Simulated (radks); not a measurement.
Results of a calculation; reference values are marked as such.
Valence configurations of neutral antimony (all share [Kr]). Level of theory: Dirac Kohn-Sham, PBEsol, spin-unpolarised, spherical densities, point nucleus; open shells fill j = l - 1/2 first (a radial shooting solver on a logarithmic mesh with Libxc functionals). Energies are relative to 4d10 5s2 5p3; eigenvalues in eV.

| valence | E (eV) | e(4d3/2) | e(4d5/2) | e(5p1/2) | e(5p3/2) | e(5s1/2) |
|---|---|---|---|---|---|---|
| 4d10 5s2 5p3 | 0.000 | -33.903 | -32.658 | -5.137 | -4.527 | -12.695 |
| 4d10 5s1.5 5p3.5 | 4.116 | -34.660 | -33.412 | -5.472 | -4.841 | -13.135 |
| 4d10 5s1 5p4 | 8.293 | -35.394 | -34.144 | -5.793 | -5.141 | -13.555 |
| 4d9.5 5s2 5p3.5 | 14.681 | -36.936 | -35.661 | -5.745 | -5.068 | -13.672 |
| 4d9 5s2 5p4 | 30.594 | -39.964 | -38.658 | -6.342 | -5.597 | -14.621 |
| 4d9 5s1 5p5 | 39.727 | -41.343 | -40.033 | -6.945 | -6.161 | -15.401 |
| 4d9 5s0.5 5p5.5 | 44.373 | -42.010 | -40.697 | -7.231 | -6.429 | -15.771 |
| 4d8 5s2 5p5 | 66.129 | -46.011 | -44.644 | -7.509 | -6.631 | -16.454 |
| 4d8 5s1.5 5p5.5 | 71.065 | -46.664 | -45.296 | -7.795 | -6.899 | -16.819 |

NIST lists [Kr] 4d10 5s2 5p3 as the ground configuration; this level of theory agrees among the configurations tried. The energies are those of spherical spin-averaged densities, not of single terms.
